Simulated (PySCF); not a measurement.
Co¹⁸⁺: ionisation energy

Co¹⁸⁺ [He] 2s2 2p5 [2p1/2^2 2p3/2^3, M_J = 3/2] → Co¹⁹⁺ [He] 2s2 2p4 [2p1/2^2 2p3/2^2, M_J = 2], as a difference of total energies. All numbers are calculated (PySCF 2.14, the two-component X2C-1e Hamiltonian, in an uncontracted even-tempered set (18 s from 4.2 bohr⁻², ratio 2.4; 12 p from 5.4 bohr⁻², ratio 2.4; 5 d from 24 bohr⁻², ratio 2.6; 5 f from 36 bohr⁻², ratio 2.6)). Correlated levels: nothing frozen; the 36 highest virtual spinors dropped. "Screened" scales the spin-orbit matrix elements by Boettger's factors to mimic the two-electron term; Breit and QED terms are absent.

| method | ionisation energy (eV) |
| --- | --- |
| GHF (spin-free) | 1499.1 |
| GMP2 (spin-free) | 1500.6 |
| GHF (screened spin-orbit) | 1496.3 |
| GMP2 (screened spin-orbit) | 1497.8 |

The labels give the starting determinants; with spin-orbit coupling the two ends relaxed to ⟨J²⟩ = 3.75, ⟨L²⟩ = 2.00, ⟨S²⟩ = 0.75 and ⟨J²⟩ = 6.00, ⟨L²⟩ = 2.45, ⟨S²⟩ = 1.77.

Q: Which method comes closest to the reference value, and which is furthest?

A: The reference is 1504.5 ± 1.2 eV (measured; NIST Atomic Spectra Database, ionization energies). Closest: GMP2 (spin-free) (error -3.900 eV); furthest: GHF (screened spin-orbit) (error -8.200 eV).
